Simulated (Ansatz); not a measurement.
Au₂Br⁺ (the lowest singlet isomer of a short search) was relaxed with r2SCAN-D4 (def2-TZVP) in Ansatz in these states: charge +1 quintet, charge +1 singlet, charge +1 triplet. The geometries follow in no particular order.

In the def2 sets Au takes a core potential; there is no spin–orbit coupling.

A:

```xyz
3

Au    1.040   -0.939   -0.463
Au    0.246    1.448   -0.142
Br   -1.286   -0.509    0.606
```

B:

```xyz
3

Au   -0.398   -0.848   -1.225
Au    1.380   -0.105    0.680
Br   -0.982    0.953    0.545
```

C:

Cartesian coordinates in Å:
```
Au -0.444 0.872 1.209
Au 0.921 0.351 -1.204
Br -0.476 -1.224 -0.005
```

Q: Judge from the bond lengths which geometry belongs to which state (an estimate).

A: A is the charge +1 triplet (Au1–Au2 2.536 Å, Au2–Br3 2.596 Å, Au1–Br3 2.596 Å); B is the charge +1 quintet (Au1–Au2 2.710 Å, Au2–Br3 2.592 Å, Au1–Br3 2.592 Å); C is the charge +1 singlet (Au1–Au2 2.821 Å, Au2–Br3 2.423 Å, Au1–Br3 2.423 Å).

At PBE0-D4/def2-TZVP a singlet lies 1.95 eV below the charge +1 triplet. At PBE0-D4/def2-TZVP a singlet lies 4.96 eV below the charge +1 quintet. These are the stationary points nearest to one start from a short search; other shapes may lie lower in each state.
